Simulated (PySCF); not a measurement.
C3H6N2O2Si.
Cartesian coordinates in Å at the GFN2-xTB level; atoms count from 1:
```
atom  x, y, z in Å
N1    -0.2819    1.8895    2.3546
C2    -0.5424    1.1023    1.5654
Si3   -0.9599   -0.2321    0.3224
N4    -2.2631    0.4128   -0.5914
C5     0.4847   -0.4186   -0.9155
C6     1.7368   -0.5925   -0.1372
O7     2.1250   -1.6266    0.3427
O8     2.3936    0.5662    0.0288
H9    -1.1516   -1.4666    1.0926
H10   -2.5163    0.0017   -1.4753
H11   -3.0808    0.7662   -0.1222
H12    0.5607    0.4620   -1.5483
H13    0.3184   -1.3029   -1.5257
H14    3.1761    0.4381    0.5869
```

Theory: TDDFT wB97X-D/def2-SVPD, vertical, gas phase, core orbitals frozen in the response (PySCF).

For one non-degenerate pair of states in vacuum, A = 0.6670 f ν̃² s⁻¹ with ν̃ in cm⁻¹, τ = 1/A, |μ|² = 3f / (2ΔE) in atomic units, and the integrated cross-section is ∫σ dE = 109.76 f Mb·eV.

These lifetimes count emission to the ground state at the vertical energy alone; relaxation of the geometry and all other decay channels are left out.

Energies and rates of the computed singlets with f of 0.002 or more:

```tsv
state	E (eV)	A (s⁻¹)
S1	5.87	3.49×10⁶
S2	6.54	3.00×10⁷
S3	7.08	4.36×10⁷
S4	7.15	1.40×10⁷
S5	7.48	1.42×10⁷
S6	7.54	1.16×10⁷
S7	7.64	1.64×10⁷
S8	7.84	2.42×10⁷
```

Problem. Which f and |μ| stand behind these rates?

Solution. f = A / (0.6670 ν̃²), and |μ| follows from f:

| state | f | \|μ\| (D) | τ | main configurations (H = HOMO, L = LUMO) |
| --- | --- | --- | --- | --- |
| S1 | 0.0023 | 0.32 | 290 ns | H→L+2 (26%), H-1→L+2 (25%), H→L+1 (14%) |
| S2 | 0.016 | 0.81 | 33 ns | H→L (62%), H-1→L (31%) |
| S3 | 0.020 | 0.87 | 23 ns | H→L+1 (56%), H-1→L+1 (26%) |
| S4 | 0.0063 | 0.48 | 72 ns | H-3→L (38%), H-2→L (12%), H-4→L+1 (9%) |
| S5 | 0.0059 | 0.45 | 70 ns | H-1→L (42%), H→L (18%), H-1→L+1 (17%) |
| S6 | 0.0047 | 0.41 | 86 ns | H-4→L (24%), H-3→L+1 (17%), H-4→L+1 (16%) |
| S7 | 0.0065 | 0.47 | 61 ns | H-4→L+1 (33%), H-2→L+1 (15%), H-4→L+3 (12%) |
| S8 | 0.0091 | 0.55 | 41 ns | H→L+2 (37%), H-1→L+2 (20%), H→L+4 (10%) |

Problem. By what factor does the largest A in the list exceed the smallest?

Solution. S3 has 13 times the rate of S1.

Problem. How much energy does a mole of photons resonant with S3 carry?

Solution. 7.075 eV × 96.485 = 683 kJ/mol (163 kcal/mol).

Problem. Suppose S1 emitted 0.3 eV lower with the same transition dipole. How would A change?

Solution. At fixed |μ|, A goes as the cube of the energy: (5.57/5.87)³ = 0.85, which makes τ about 340 ns.

One conformer stands for the species.
